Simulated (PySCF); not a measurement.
A structure optimised at PBE-D3(BJ)/def2-SVP, used in a PySCF frequency run:

```xyz
13

Si    -0.1296     2.4237     0.0000
C      0.1382     0.5381     0.0000
N      1.3069     0.0005     0.0000
C      1.2742    -1.4728     0.0000
Si    -0.5947    -1.8957     0.0000
O     -1.0230    -0.2112     0.0000
H     -0.9191     2.8009     1.2219
H     -0.9191     2.8009    -1.2219
H      1.1996     3.1146     0.0000
H      1.8227    -1.8576    -0.8864
H      1.8227    -1.8576     0.8864
H     -1.1527    -2.5493     1.2300
H     -1.1527    -2.5493    -1.2300
```
Charge 0, spin multiplicity 1.

### Question
Write its SMILES, formula and point group.

### Answer
[SiH3]C1=NC[SiH2]O1, C2H7NOSi2, Cs

### Question
What are its rotational constants (standard atomic weights)?

### Answer
5.5565, 1.4461, 1.1887 GHz
